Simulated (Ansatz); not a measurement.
[Tm(H2O)6]3+ (TmO6H12³⁺), relaxed as a triplet with UKS r2SCAN-D4/def2-SVP in Ansatz, starting from the GFN2-xTB geometry. Force threshold 0.03 eV/Å.

In the def2 sets Tm takes a core potential; there is no spin–orbit coupling. With an open 4f shell the SCF may have ended on a state above the lowest.

Start:

Cartesian coordinates in Å:
```
Tm 0.002 0.001 -0.001
O -1.730 -1.394 -0.684
H -1.952 -2.298 -0.377
H -2.427 -1.229 -1.352
O 1.734 1.395 0.685
H 2.440 1.224 1.343
H 1.946 2.305 0.390
O 1.366 -0.890 -1.662
H 1.164 -1.590 -2.317
H 2.292 -0.662 -1.887
O -1.360 0.893 1.661
H -2.292 0.678 1.875
H -1.151 1.580 2.327
O 0.741 -1.639 1.475
H 0.501 -1.776 2.416
H 1.373 -2.371 1.318
O -0.749 1.635 -1.477
H -1.395 2.356 -1.321
H -0.503 1.782 -2.414
```

```json
{"step": "1", "energy (eV)": "-41971.2889", "largest force component (eV/Å)": "0.206", "SCF passes": "106"}
{"step": "2", "energy (eV)": "-41971.3624", "largest force component (eV/Å)": "0.479", "SCF passes": "70"}
{"step": "3", "energy (eV)": "-41971.3933", "largest force component (eV/Å)": "0.267", "SCF passes": "64"}
{"step": "4", "energy (eV)": "-41971.3962", "largest force component (eV/Å)": "0.200", "SCF passes": "68"}
{"step": "5", "energy (eV)": "-41971.4058", "largest force component (eV/Å)": "0.005", "SCF passes": "68"}
```

Force components are those of the run's own axes.

End:

Cartesian coordinates in Å:
```
Tm 0.003 0.001 -0.002
O -1.691 -1.360 -0.664
H -1.893 -2.266 -0.351
H -2.387 -1.176 -1.328
O 1.692 1.365 0.667
H 2.386 1.182 1.334
H 1.894 2.271 0.355
O 1.331 -0.865 -1.621
H 1.108 -1.559 -2.275
H 2.260 -0.632 -1.825
O -1.323 0.865 1.619
H -2.253 0.634 1.824
H -1.097 1.556 2.276
O 0.719 -1.596 1.437
H 0.460 -1.723 2.373
H 1.357 -2.319 1.264
O -0.725 1.593 -1.440
H -1.372 2.308 -1.267
H -0.469 1.721 -2.376
```

By distances, no bond broke or formed. The bond that changes most is Tm1–O14, from 2.33 to 2.27 Å (atoms count from 1).

No frequencies were taken in this run, so the end may be a saddle point.

Run time 7.8 min (4 threads of Arm Neoverse N1 on a shared host), peak host memory 1.2 GiB.
